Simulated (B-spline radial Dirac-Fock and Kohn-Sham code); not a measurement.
# Satellites and hypersatellites of the K lines of Cu⁺

System: Cu⁺ in the configuration [Ar] 3d9 4p1 (not the ground configuration).

These are calculated numbers from a radial B-spline solver; the model is relaxed Dirac-Fock hole states (ΔSCF) with Breit and QED corrections and a finite nucleus. Each two-hole energy is an average over J within one jj subconfiguration, not an observable level; in light atoms, where LS coupling holds, the j-resolved values are not observed lines, and for a K spectator the Kα1 hypersatellite is nearly forbidden. The model has no electron correlation.

Lines without a spectator: Kα2 (K-L2) 8026.5 eV, Kα1 (K-L3) 8046.6 eV, Kβ3 (K-M2) 8901.4 eV, Kβ1 (K-M3) 8904.0 eV. Shifts in eV with one spectator hole (a dash: not computed, or left out as unreliable):

```
spectator hole     Kα2     Kα1     Kβ3     Kβ1
        K (1s)  +307.2  +310.1  +382.7  +383.2
    L2 (2p1/2)  +29.25   +35.8       –   +78.3
    L3 (2p3/2)   +32.9   +31.6   +75.2       –
    M2 (3p1/2)       –   +2.64   +4.92   +6.69
    M3 (3p3/2)   +2.36       –   +6.21   +5.76
```
